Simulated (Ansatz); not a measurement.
Steps of a relaxation of C2H8AlNO with RKS PBE-D4/def2-SVP.

```sh
$ ansatz run in.yaml --threads 4 --pin off --events-out ev --progress --plain --max-ram 10444MiB
```

```yaml
crystal:
  periodic: [false, false, false]
  atoms:
    - {symbol: C, position_ang: [-1.477900, -1.220000, -0.542100]}
    - {symbol: O, position_ang: [-1.106200, 0.005900, 0.084300]}
    - {symbol: C, position_ang: [0.277800, 0.089000, 0.078100]}
    - {symbol: N, position_ang: [0.838600, 0.966200, -0.995100]}
    - {symbol: Al, position_ang: [0.857500, 0.876700, 1.825800]}
    - {symbol: H, position_ang: [-1.127200, -1.230800, -1.591100]}
    - {symbol: H, position_ang: [-1.205000, -2.067200, 0.042200]}
    - {symbol: H, position_ang: [-2.595100, -1.147600, -0.626600]}
    - {symbol: H, position_ang: [0.825700, -0.888100, 0.077200]}
    - {symbol: H, position_ang: [1.812800, 0.941800, -0.983400]}
    - {symbol: H, position_ang: [0.447200, 0.536000, -1.876800]}
    - {symbol: H, position_ang: [0.110300, 2.211000, 2.334700]}
    - {symbol: H, position_ang: [2.362000, 0.892400, 2.187600]}
basis:
  gaussian: {orbitals: def2-SVP}
hamiltonian: {xc: pbe, dispersion: d4}
relax: {f_tol: 0.03, max_steps: 200}
```

Positions (Å) and forces (eV/Å) along the path, 11 of 17 steps:

```xyz
13
step=1 energy=-12319.0831 eV
C    -1.478   -1.220   -0.542   -2.216    2.294   -1.005
O    -1.106    0.006    0.084   -0.008   -0.885   -0.488
C     0.278    0.089    0.078    2.293    0.729    1.205
N     0.839    0.966   -0.995   -4.181   -0.559   -0.109
Al    0.858    0.877    1.826   -0.456    1.635   -0.734
H    -1.127   -1.231   -1.591    0.362   -0.454   -0.120
H    -1.205   -2.067    0.042    0.551   -1.415    0.683
H    -2.595   -1.148   -0.627    0.289   -0.414    0.105
H     0.826   -0.888    0.077   -0.653   -0.561   -0.383
H     1.813    0.942   -0.983    2.568   -0.356   -0.242
H     0.447    0.536   -1.877    0.854    0.718    0.407
H     0.110    2.211    2.335   -0.282   -0.298    0.289
H     2.362    0.892    2.188    0.879   -0.435    0.392
13
step=2 energy=-12319.7203 eV
C    -1.516   -1.211   -0.564   -0.492    1.055   -0.144
O    -1.075   -0.017    0.083   -0.452   -0.520   -0.114
C     0.322    0.070    0.115    1.055    0.150    0.217
N     0.814    0.951   -0.979   -1.131   -0.073    0.219
Al    0.914    1.054    1.767   -0.090    0.455   -0.279
H    -1.126   -1.261   -1.603    0.083   -0.268   -0.066
H    -1.223   -2.093    0.019    0.128   -0.540    0.094
H    -2.626   -1.161   -0.632    0.126   -0.057    0.071
H     0.795   -0.950    0.036   -0.290   -0.077    0.055
H     1.828    0.925   -1.000    0.644   -0.190   -0.249
H     0.448    0.573   -1.875    0.355    0.303    0.119
H     0.031    2.238    2.411    0.003   -0.208    0.002
H     2.434    0.848    2.238    0.063   -0.030    0.074
13
step=4 energy=-12319.9569 eV
C    -1.536   -1.197   -0.600    0.156    0.015    0.125
O    -1.037   -0.107    0.161   -0.034   -0.133   -0.086
C     0.379   -0.022    0.202   -0.353   -0.592    0.070
N     0.861    0.926   -0.842    0.602   -0.075   -0.080
Al    0.949    1.153    1.691    0.113    0.175   -0.090
H    -1.140   -1.218   -1.644   -0.020    0.031   -0.014
H    -1.283   -2.182   -0.124   -0.048    0.134   -0.064
H    -2.638   -1.101   -0.645   -0.017    0.011   -0.006
H     0.808   -1.055    0.093    0.024    0.105   -0.056
H     1.861    0.714   -1.047   -0.456    0.082    0.016
H     0.352    0.799   -1.741    0.088    0.161    0.329
H    -0.044    2.222    2.343   -0.014   -0.018   -0.057
H     2.487    1.034    2.167   -0.041    0.104   -0.088
13
step=6 energy=-12320.2844 eV
C    -1.553   -1.212   -0.643   -0.033   -0.131   -0.066
O    -1.045   -0.203    0.206    0.341   -0.040   -0.030
C     0.365   -0.177    0.307   -0.541   -0.393    0.340
N     0.932    0.890   -0.610    0.059   -0.033   -1.132
Al    0.990    1.221    1.548    0.194    0.107   -0.148
H    -1.139   -1.166   -1.681   -0.016    0.022    0.039
H    -1.343   -2.233   -0.233   -0.031    0.100   -0.076
H    -2.652   -1.078   -0.699    0.011   -0.016   -0.016
H     0.810   -1.181    0.113   -0.001    0.055   -0.049
H     1.862    0.582   -0.983   -0.571    0.278    0.218
H     0.310    1.063   -1.462    0.678   -0.021    1.130
H    -0.064    2.236    2.186   -0.027    0.042   -0.103
H     2.546    1.224    1.966   -0.062    0.029   -0.107
13
step=7 energy=-12320.3887 eV
C    -1.562   -1.226   -0.668    0.036   -0.074   -0.025
O    -1.049   -0.258    0.232    0.131   -0.127    0.004
C     0.346   -0.253    0.376   -0.341   -0.009    0.176
N     0.946    0.873   -0.502   -0.157   -0.019   -1.547
Al    1.024    1.256    1.473    0.078    0.040    0.357
H    -1.139   -1.140   -1.701   -0.003    0.035    0.052
H    -1.367   -2.263   -0.299   -0.015    0.082   -0.064
H    -2.659   -1.078   -0.727    0.014    0.006   -0.004
H     0.802   -1.236    0.126    0.041    0.062   -0.004
H     1.848    0.576   -0.934   -0.401    0.200    0.192
H     0.304    1.169   -1.297    0.621   -0.234    0.968
H    -0.056    2.274    2.068    0.022    0.034   -0.089
H     2.581    1.272    1.869   -0.025    0.003   -0.016
13
step=10 energy=-12320.5069 eV
C    -1.514   -1.194   -0.716    0.183   -0.085   -0.104
O    -1.078   -0.386    0.374    0.009   -0.151   -0.163
C     0.302   -0.282    0.510   -0.145    0.100    0.053
N     0.893    0.752   -0.500    0.131   -0.050   -0.110
Al    1.064    1.288    1.467   -0.105    0.019    0.039
H    -1.149   -0.808   -1.710   -0.120   -0.108    0.279
H    -1.160   -2.258   -0.610   -0.091    0.309   -0.019
H    -2.623   -1.180   -0.716    0.072   -0.015   -0.025
H     0.821   -1.257    0.353    0.046    0.058   -0.001
H     1.665    0.399   -1.086   -0.169    0.074    0.022
H     0.166    1.177   -1.097    0.090   -0.063    0.093
H     0.040    2.483    1.807    0.117   -0.084   -0.049
H     2.595    1.231    1.938   -0.017   -0.004   -0.016
13
step=13 energy=-12320.5374 eV
C    -1.483   -1.248   -0.742    0.001    0.011    0.007
O    -1.152   -0.383    0.334   -0.002   -0.081   -0.052
C     0.209   -0.217    0.526    0.046    0.145   -0.059
N     0.865    0.755   -0.488   -0.004    0.097    0.039
Al    1.082    1.281    1.483    0.089   -0.037    0.023
H    -1.146   -0.846   -1.726   -0.003    0.011   -0.020
H    -1.020   -2.255   -0.609   -0.023   -0.007    0.002
H    -2.583   -1.355   -0.764   -0.043   -0.011   -0.010
H     0.777   -1.171    0.426    0.016   -0.037    0.068
H     1.482    0.364   -1.209    0.023   -0.042   -0.027
H     0.174    1.374   -0.933   -0.090   -0.060   -0.006
H     0.240    2.623    1.708    0.003    0.013   -0.003
H     2.576    1.043    2.008   -0.013   -0.002    0.037
13
step=14 energy=-12320.5433 eV
C    -1.478   -1.253   -0.751    0.001    0.004    0.028
O    -1.151   -0.398    0.334   -0.015   -0.017   -0.008
C     0.209   -0.210    0.531    0.039    0.047   -0.053
N     0.853    0.762   -0.489   -0.049   -0.013   -0.019
Al    1.095    1.284    1.483    0.001    0.049    0.039
H    -1.142   -0.837   -1.731    0.002   -0.003   -0.023
H    -1.017   -2.262   -0.630   -0.004   -0.001   -0.002
H    -2.580   -1.362   -0.777    0.011    0.006    0.004
H     0.791   -1.160    0.458   -0.004    0.011   -0.002
H     1.451    0.364   -1.227   -0.023    0.004    0.014
H     0.131    1.358   -0.922    0.051   -0.051    0.031
H     0.286    2.652    1.690    0.002   -0.022    0.002
H     2.573    1.027    2.045   -0.010   -0.016   -0.011
13
step=15 energy=-12320.5438 eV
C    -1.476   -1.253   -0.751   -0.014    0.005    0.020
O    -1.149   -0.396    0.333   -0.013   -0.004   -0.013
C     0.211   -0.204    0.530    0.033    0.015   -0.029
N     0.854    0.766   -0.489   -0.019   -0.035    0.003
Al    1.094    1.290    1.484   -0.011   -0.007    0.017
H    -1.139   -0.844   -1.733    0.007    0.003   -0.012
H    -1.020   -2.264   -0.625    0.006   -0.007    0.002
H    -2.578   -1.358   -0.776    0.004    0.001   -0.001
H     0.794   -1.153    0.458   -0.006    0.004    0.009
H     1.450    0.364   -1.226   -0.003    0.005    0.002
H     0.129    1.353   -0.925    0.000    0.011   -0.004
H     0.280    2.652    1.697    0.012   -0.003    0.004
H     2.570    1.011    2.038    0.005    0.012    0.002
13
step=16 energy=-12320.5440 eV
C    -1.475   -1.253   -0.750   -0.012    0.004    0.013
O    -1.149   -0.395    0.332    0.007    0.000   -0.002
C     0.211   -0.203    0.528    0.012    0.020   -0.032
N     0.852    0.765   -0.493   -0.010   -0.019    0.037
Al    1.094    1.290    1.487   -0.023   -0.016   -0.020
H    -1.135   -0.846   -1.732    0.007    0.003   -0.011
H    -1.021   -2.265   -0.622    0.004   -0.008    0.001
H    -2.577   -1.356   -0.779    0.001   -0.001    0.001
H     0.795   -1.152    0.459   -0.007    0.008    0.004
H     1.446    0.362   -1.230    0.002    0.001    0.000
H     0.129    1.355   -0.927    0.000    0.003    0.006
H     0.281    2.652    1.702    0.009   -0.001    0.000
H     2.570    1.012    2.039    0.012    0.008    0.004
13
step=17 energy=-12320.5442 eV
C    -1.475   -1.257   -0.751   -0.001    0.001    0.003
O    -1.152   -0.394    0.328   -0.002   -0.001   -0.003
C     0.208   -0.200    0.525    0.011    0.005   -0.002
N     0.852    0.766   -0.491   -0.006   -0.006    0.006
Al    1.094    1.288    1.488   -0.003   -0.002   -0.006
H    -1.135   -0.853   -1.735    0.001    0.000   -0.001
H    -1.020   -2.267   -0.619    0.000   -0.001    0.001
H    -2.577   -1.361   -0.780   -0.001    0.000   -0.001
H     0.792   -1.149    0.460   -0.002    0.000    0.002
H     1.441    0.364   -1.232    0.000    0.003    0.000
H     0.131    1.362   -0.921    0.000    0.002    0.000
H     0.291    2.656    1.702    0.000   -0.001   -0.001
H     2.570    1.010    2.041    0.002   -0.001    0.002
```

It took 19 s on 4 threads of an Intel Xeon 6975P-C on a shared host, with 0.16 GiB of host memory at the peak.
